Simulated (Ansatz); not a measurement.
```yaml
crystal:
  periodic: [false, false, false]
  atoms:
    - {symbol: Y, position_ang: [-0.019418, 0.055025, 0.145521]}
    - {symbol: F, position_ang: [1.310613, 1.445787, -0.426756]}
    - {symbol: F, position_ang: [0.646094, -1.757987, 0.693963]}
    - {symbol: F, position_ang: [-1.937280, 0.257174, -0.412727]}
basis:
  gaussian: {orbitals: def2-mTZVPP, nuclear_model: gaussian}
total_charge: 1
magnetization: {spin_polarized: true, initial_magnetization: 1}
hamiltonian: {xc: {name: RPBE}, dispersion: d3bjatm}
scf: {lower_state_search: full}
output: {forces: true}
```

```sh
$ ansatz run in.yaml --threads 4 --pin off --events-out ev --progress --plain --max-ram 3916MiB
```

It prints (some lines left out):

```
Functional definition: RPBE
792 factors; their error is unknown
mean field evaluation 1: about -9176.0029 eV, gradient 7.6e1 eV
mean field evaluation 2: about -8871.4329 eV, gradient 2.7e2 eV
mean field evaluation 4: about -9174.5835 eV, gradient 7.1e1 eV
mean field evaluation 8: about -9189.9490 eV, gradient 2.1e1 eV
mean field evaluation 16: about -9191.8917 eV, gradient 6.5e0 eV
mean field evaluation 32: about -9192.2138 eV, gradient 1.8e-5 eV
mean field evaluation 64: about -9192.1605 eV, gradient 3.1e0 eV
mean field evaluation 96: about -9191.3975 eV, gradient 9.8e0 eV
mean field evaluation 128: about -9133.5954 eV, gradient 4.0e1 eV
mean field evaluation 160: about -9192.1489 eV, gradient 3.2e-1 eV
mean field evaluation 192: about -9192.2133 eV, gradient 9.2e-2 eV
mean field evaluation 224: about -9139.7773 eV, gradient 1.4e2 eV
mean field evaluation 256: about -9166.7284 eV, gradient 4.3e1 eV
mean field evaluation 288: about -9186.9705 eV, gradient 3.7e1 eV
mean field evaluation 320: about -9192.1901 eV, gradient 2.9e-1 eV
mean field -9192.21375549 eV, -337.8076248079 hartree, gradient 2.8e-8 eV, S^2 0.753312; 24 other end points of the search recorded, 0 dependent functions left out
reference -9192.21381121 eV, -337.8076268555 hartree; 19, 18 occupied and 86, 87 virtual orbitals, 792 factors
Total energy: -9192.61364988 eV, -337.8223206559 hartree
Atom 0 at    -0.019418     0.055025     0.145521 Å, force    -0.206792     0.571112    -0.033853 eV/Å
Atom 1 at     1.310613     1.445787    -0.426756 Å, force     0.390971     0.283225    -0.102624 eV/Å
Atom 2 at     0.646094    -1.757987     0.693963 Å, force     0.300010    -0.818019     0.235866 eV/Å
Atom 3 at    -1.937280     0.257174    -0.412727 Å, force    -0.484189    -0.036318    -0.099389 eV/Å
Dipole moment:    -0.036690     0.103479     0.257954 e Å
```

Run time 37 s (4 threads of Intel Xeon on a shared host).

In the def2 sets Y takes a core potential; there is no spin–orbit coupling.

The dipole of an ion depends on the origin.
